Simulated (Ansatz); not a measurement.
## Reading a saddle point

A first-order saddle point of CH8GeO, closed shell, PBE0-D4/def2-TZVP, with one imaginary mode of 1303i cm⁻¹:

```
11
angstrom
Ge -0.7340 0.8632 0.1950
O 0.7232 0.1730 1.4399
H -0.8754 1.2413 -1.3000
H -1.9690 0.1514 0.7488
H -0.5652 2.2485 0.8849
H 0.7352 -0.4731 0.4789
C 0.2865 -1.0335 -0.7887
H 1.4749 0.7672 1.5487
H -0.7038 -1.3692 -1.1015
H 0.8132 -0.6324 -1.6552
H 0.8143 -1.9365 -0.4506
```

Program: Ansatz 0.2.0. Basis: def2-TZVPP and def2-QZVPP. Cores are frozen in the correlated methods. Filled d shells of the heavier atoms are correlated. The def2 sets are not built for correlating such inner shells, so the correlated values are less sure here. Extrapolation: Hartree–Fock as exp(−7.88 √X), correlation as X^−2.97.

**Question.** Which contacts change along the imaginary mode, and what lies on either side? (Judge from chemistry; the calculation decides.)

**Answer.** By the calculation: The step is GeH₄O ([OH][GeH3]) + CH₄ → CH₆Ge ([CH3][GeH3]) + H₂O, with the molecules in contact on both sides. Shortening one way: Ge1–C7, O2–H6; lengthening the same way: Ge1–O2, H6–C7.
| pair | one side (Å) | saddle (Å) | other side (Å) |
| --- | --- | --- | --- |
| Ge1–C7 | 3.87 | 2.37 | 1.95 |
| O2–H6 | 2.68 | 1.16 | 0.96 |
| Ge1–O2 | 1.78 | 2.04 | 3.64 |
| H6–C7 | 1.09 | 1.46 | 3.94 |

**Question.** Which side is lower, and how far does the saddle lie above each? (An estimate is asked for; the value comes from the calculation.)

**Answer.** The calculation gives: The side with Ge1–O2, H6–C7 short is lower by 30.8 kJ/mol; the saddle lies 269.3 kJ/mol above it and 238.5 kJ/mol above the other (CCSD(T) at an estimated basis limit (MP2 extrapolated from triple and quadruple zeta, plus CCSD(T) − MP2 in triple zeta); electronic energies).

No T1 diagnostic of these runs exceeds 0.013.

Labels in which every atom is bracketed show which atoms are joined, not bond orders.

For scale, one of the runs: CCSD(T)/def2-TZVPP, 222 basis functions, launched by `ansatz run in.yaml --threads 4 --pin off --events-out ev --progress --plain --max-ram 9574MiB`. The run took 70 s on 4 CPU threads of an Arm Neoverse V2 (shared host), with 3.6 GiB of host memory at its peak.
